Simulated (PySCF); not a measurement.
## NiH: mean field, correlation and small terms against distance

State: ²Δ, doublet, unpaired electrons δ ↑. ROHF-based CCSD(T) in PySCF 2.14 with Ni cc-pVTZ, H cc-pVTZ and Ni cc-pVQZ, H cc-pVQZ (frozen core orbitals: 9; no relativity). Correlation energies are extrapolated as n⁻³ (n = 3, 4), Hartree–Fock as (n+1)·exp(−9√n). CV is the change on freezing 5 orbitals instead, in Ni cc-pwCVTZ, H cc-pVTZ. SR is the spin-free X2C energy in Ni cc-pVTZ-DK, H cc-pVTZ-DK less the non-relativistic one in Ni cc-pVTZ, H cc-pVTZ. All energies in eV from Ni (3d8 4s2) + H.

| R (Å) | HF/CBS | CCSD corr. | (T) | CV | SR | total |
| --- | --- | --- | --- | --- | --- | --- |
| 1.3027 | 0.308 | -2.816 | -0.3298 | -0.0583 | 0.1553 | -2.741 |
| 1.3619 | 0.099 | -2.764 | -0.3273 | -0.0571 | 0.1729 | -2.876 |
| 1.4212 | -0.034 | -2.710 | -0.3228 | -0.0558 | 0.1902 | -2.933 |
| 1.4804 | -0.109 | -2.656 | -0.3169 | -0.0546 | 0.2068 | -2.929 |
| 1.5396 | -0.137 | -2.604 | -0.3100 | -0.0535 | 0.2228 | -2.881 |
| 1.6136 | -0.122 | -2.542 | -0.3008 | -0.0524 | 0.2417 | -2.775 |
| 1.6876 | -0.064 | -2.486 | -0.2915 | -0.0516 | 0.2595 | -2.634 |

A fit to the total gives Re = 1.4466 Å, De = 2.938 eV, ωe = 2029.3 cm⁻¹, Be = 8.132 cm⁻¹ (masses 57.9353 and 1.0078 u).

Problem. At R = 1.4212 Å the CCSD correlation energy is -0.413556 hartree in the smaller basis and -0.442484 in the larger. Extrapolate it.

Solution. (4³·E4 − 3³·E3)/(4³ − 3³) = -0.46359 hartree; the larger basis holds 95.4 % of it.

The T1 diagnostic is 0.054, large enough to doubt a single reference. The state was picked by a PBE0 search and need not be the measured ground state. Spin–orbit coupling, excitations beyond (T) and corrections to the Born–Oppenheimer picture are left out.
